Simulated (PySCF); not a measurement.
```xyz
3
charge 0 multiplicity 1, angstrom
S     0.0000    0.0000   -1.4414
Au    1.5985    0.0000    0.1166
Au   -1.5985    0.0000    0.1166
```

Level of theory: PySCF, PBE0, basis S def2-TZVP, Au def2-TZVP with ECP60 (scalar-relativistic core potentials, no spin–orbit coupling, density fitting).

This geometry of Au2S is a stationary point at this level.

Problem. What is the point group?

Solution. C2v.

Problem. Is it a minimum?

Solution. Yes: all harmonic wavenumbers are real, though the softest, 42 cm⁻¹, leaves little margin.

Problem. Which band is strongest in the infrared?

Solution. 368 cm⁻¹ (a1), 3 km/mol.

Problem. What are the dipole moment and the gap between the highest occupied and lowest empty levels?

Solution. 3.09 D and 3.27 eV.

Problem. What is the atomisation energy, with and without zero-point energy?

Solution. 478 kJ/mol without, 473 kJ/mol with.

Only a few start shapes were tried, so a lower isomer may exist. No spin–orbit coupling is included, which matters more the heavier the element.
